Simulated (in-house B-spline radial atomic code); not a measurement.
Br8+: [Ne] 3s2 3p5 3d10 (an excited or competing configuration)

Level of theory: non-relativistic TPSSh, spin-polarised, spherical fractional occupations, point nucleus; calculated with an all-electron radial atomic-structure program (B-spline basis).

Z_r = [3n² - l(l+1)]/(2<r>); Z_e = n√(-2ε); the last column is Slater's effective charge. Values are occupation-weighted means over spin.

```csv
shell,electrons,ε (eV),<r> (bohr),Z_r,Z_e,Slater
1s,2,-13289,0.04366,34.36,31.25,34.70
2s,2,-1845.8,0.1933,31.03,23.29,30.85
2p,6,-1677.4,0.167,29.95,22.21,30.85
3s,2,-378.91,0.5539,24.37,15.83,24.10
3p,5,-319.24,0.557,22.44,14.53,24.10
3d,10,-213.46,0.5561,18.88,11.88,14.85
```

The least bound orbital is 3d down at -212.4 eV, while the most diffuse is 3p down (<r> = 0.5578 bohr against 0.5567 bohr): energy order and size order differ. The part-filled 3p shell lies below the filled 3d shell in orbital energy.

Caution: exact exchange at fractional occupations of open shells leaves self-interaction of up to several eV.
